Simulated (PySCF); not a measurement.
ClK (SMILES [Cl][K]), singlet, at a GFN2-xTB geometry (such geometries of metal compounds can be far from the true shape); PBE/pcseg-1 in PySCF.

PySCF was given this input:
```python
from pyscf import gto, scf, dft

mol = gto.Mole()
mol.atom = '''
    K    -0.000000   -0.000000   -1.217850
    Cl    0.000000    0.000000    1.361126
'''
mol.basis = 'pcseg-1'
mol.charge = 0
mol.spin = 0
mol.verbose = 4
mol.build()

mf = dft.RKS(mol)
mf.xc = 'pbe'
mf.kernel()
```

It wrote (shortened):

```
PySCF version 2.14.0

[INPUT] verbose = 4
[INPUT] num. atoms = 2
[INPUT] num. electrons = 36
[INPUT] charge = 0
[INPUT] spin (= nelec alpha-beta = 2S) = 0
[INPUT] symmetry False subgroup None
[INPUT] Mole.unit = angstrom
[INPUT] Symbol           X                Y                Z      unit          X                Y                Z       unit  Magmom
[INPUT]  1 K      0.000000000000   0.000000000000  -1.217850000000 AA    0.000000000000   0.000000000000  -2.301402960802 Bohr   0.0
[INPUT]  2 Cl     0.000000000000   0.000000000000   1.361126000000 AA    0.000000000000   0.000000000000   2.572155361025 Bohr   0.0

nuclear repulsion = 66.2760099850328
number of shells = 6
number of NR pGTOs = 108
number of NR cGTOs = 42
basis = pcseg-1
ecp = {}

******** <class 'pyscf.dft.rks.RKS'> ********
method = RKS
initial guess = minao
damping factor = 0
level_shift factor = 0
DIIS = <class 'pyscf.scf.diis.CDIIS'>
diis_start_cycle = 1
diis_space = 8
diis_damp = 0
SCF conv_tol = 1e-09
SCF conv_tol_grad = None
SCF max_cycles = 50
direct_scf = True
direct_scf_tol = 1e-13
XC library pyscf.dft.libxc version 7.1.2
    S. Lehtola, C. Steigemann, M. J. T. Oliveira, and M. A. L. Marques,  SoftwareX 7, 1–5 (2018)
XC functionals = pbe
    J. P. Perdew, K. Burke, and M. Ernzerhof,  Phys. Rev. Lett. 77, 3865 (1996)
    J. P. Perdew, K. Burke, and M. Ernzerhof,  Phys. Rev. Lett. 78, 1396 (1997)
    J. P. Perdew, K. Burke, and M. Ernzerhof,  Phys. Rev. Lett. 77, 3865 (1996)
    J. P. Perdew, K. Burke, and M. Ernzerhof,  Phys. Rev. Lett. 78, 1396 (1997)
radial grids:
    Treutler-Ahlrichs [JCP 102, 346 (1995); DOI:10.1063/1.469408] (M4) radial grids

becke partition: Becke, JCP 88, 2547 (1988); DOI:10.1063/1.454033
pruning grids: <function nwchem_prune>
grids dens level: 3
symmetrized grids: False
atomic radii adjust function: <function treutler_atomic_radii_adjust>
small_rho_cutoff = 0
Set gradient conv threshold to 3.16228e-05
Initial guess from minao.
tot grids = 38920
init E= -1059.57381342425
  HOMO = -0.352210100678735  LUMO = -0.078502891545149  gap/eV = 7.44795
cycle= 1 E= -1059.65705809368  delta_E= -0.0832  |g|= 0.391  |ddm|= 1.25
  HOMO = -0.0690691995533461  LUMO = -0.0535006618305409  gap/eV = 0.42364
cycle= 2 E= -1059.11913416551  delta_E= 0.538  |g|= 1.23  |ddm|= 2.75
  HOMO = -0.190696952022635  LUMO = -0.0569139150599586  gap/eV = 3.64042
cycle= 3 E= -1059.71744596934  delta_E= -0.598  |g|= 0.0519  |ddm|= 2.26
  HOMO = -0.179243192178339  LUMO = -0.0646929354099495  gap/eV = 3.11707
cycle= 4 E= -1059.71815793266  delta_E= -0.000712  |g|= 0.0286  |ddm|= 0.163
  HOMO = -0.179818509217027  LUMO = -0.0640453153569717  gap/eV = 3.15035
cycle= 5 E= -1059.71843155976  delta_E= -0.000274  |g|= 0.00528  |ddm|= 0.0326
  HOMO = -0.181087959540376  LUMO = -0.0643192364506761  gap/eV = 3.17744
cycle= 6 E= -1059.71844178166  delta_E= -1.02e-05  |g|= 0.00117  |ddm|= 0.00946
  HOMO = -0.18123831321892  LUMO = -0.0643854454553777  gap/eV = 3.17973
cycle= 7 E= -1059.71844219164  delta_E= -4.1e-07  |g|= 0.000203  |ddm|= 0.00151
  HOMO = -0.181279811468485  LUMO = -0.064402211213306  gap/eV = 3.18040
cycle= 8 E= -1059.71844220373  delta_E= -1.21e-08  |g|= 3.08e-05  |ddm|= 0.000254
  HOMO = -0.181285552886935  LUMO = -0.0644000181144222  gap/eV = 3.18062
cycle= 9 E= -1059.71844220413  delta_E= -4e-10  |g|= 1.07e-06  |ddm|= 6.1e-05
  HOMO = -0.181286020150212  LUMO = -0.0643998274216857  gap/eV = 3.18064
Extra cycle  E= -1059.71844220413  delta_E= 9.09e-13  |g|= 1.51e-06  |ddm|= 4.48e-06
converged SCF energy = -1059.71844220413
```
